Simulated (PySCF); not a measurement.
A species of formula C8H16 has this rotational fingerprint, computed with PySCF 2.14.0, PBE0-D3(BJ)/def2-SVP geometry optimisation, gas phase:

| Quantity | Value |
| --- | --- |
| Rotational constants | A = 3840, B = 1296, C = 1050 MHz |
| Dipole components | \|μa\| = 0.00 D, \|μb\| = 0.00 D, \|μc\| = 0.03 D |
| Inertial defect | -40.20 u·Å² |
| κ | -0.82 |

Question: Which structure is it? (One computed conformer of each.)
A. `[CH3:1][CH2:2][C@H:3]([CH3:4])[CH:5]=[C:6]([CH3:7])[CH3:8]` with C1–C2–C3–C4 -174°, C2–C3–C5–C6 -115°
B. `[CH3:1][CH:2]([CH3:3])[CH:4]1[CH2:5][CH2:6][CH2:7][CH2:8]1` with C1–C2–C4–C5 -178°, C2–C4–C5–C6 -160°, C4–C5–C6–C7 42°, C5–C6–C7–C8 -34°, C6–C7–C8–C4 13°
C. `[CH3:1][CH2:2][CH:3]1[CH2:4][CH2:5][CH2:6][CH2:7][CH2:8]1` with C1–C2–C3–C4 171°, C2–C3–C4–C5 180°, C3–C4–C5–C6 -55°, C4–C5–C6–C7 55°, C5–C6–C7–C8 -55°

Answer: C. It is CCC1CCCCC1, an asymmetric top, point group C1. The candidates at the same level (rigid rotor, commonest isotopes):

```json
{"SMILES": "CC[C@H](C)C=C(C)C", "A (MHz)": "2519", "B (MHz)": "1230", "C (MHz)": "1039", "μa (D)": "0.26", "μb (D)": "0.11", "μc (D)": "0.22", "Δ (u·Å²)": "-125.20", "point group": "C1", "rotor": "asymmetric top"}
{"SMILES": "CC(C)C1CCCC1", "A (MHz)": "3660", "B (MHz)": "1357", "C (MHz)": "1067", "μa (D)": "0.04", "μb (D)": "0.01", "μc (D)": "0.01", "Δ (u·Å²)": "-37.06", "point group": "C1", "rotor": "asymmetric top"}
{"SMILES": "CCC1CCCCC1", "A (MHz)": "3840", "B (MHz)": "1296", "C (MHz)": "1050", "μa (D)": "0.00", "μb (D)": "0.00", "μc (D)": "0.03", "Δ (u·Å²)": "-40.20", "point group": "C1", "rotor": "asymmetric top"}
```

`CC(C)C1CCCC1` has B 5 % too high; `CC[C@H](C)C=C(C)C` has A 34 % too low. No structure here is proved a minimum.
